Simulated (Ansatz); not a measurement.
A structure relaxed at PBE-D4/def2-SVP in Ansatz, charge 0, singlet:

Cartesian coordinates in Å:
```
Be -0.313 -1.563 -1.232
O -1.584 -1.466 -0.194
O 0.693 -2.348 -0.261
Be -0.451 -1.963 0.810
Be 1.488 -1.233 0.571
O 0.427 -1.097 1.819
Be -2.007 -0.024 0.177
O -1.744 0.594 1.632
Be -0.206 0.307 1.980
O 0.153 -0.388 -2.127
Be 1.509 0.216 -1.547
O 2.164 -0.019 -0.113
Be -0.381 1.091 -1.649
O -1.586 1.301 -0.700
O 1.051 1.753 -1.371
Be -1.058 1.748 0.736
Be 1.419 1.421 0.153
O 0.425 1.670 1.314
```

Task: Give its formula and point group.

Result: Be9O9, a nanocrystal cut from wurtzite BeO (bare). Point group C3h (tolerance 0.1 Å).

Task: Summarise the bond lengths by kind (pairs closer than 1.2 times the sum of covalent radii, bridged metal pairs left out).

Result: 27 × Be–O 1.55 to 1.64 Å.
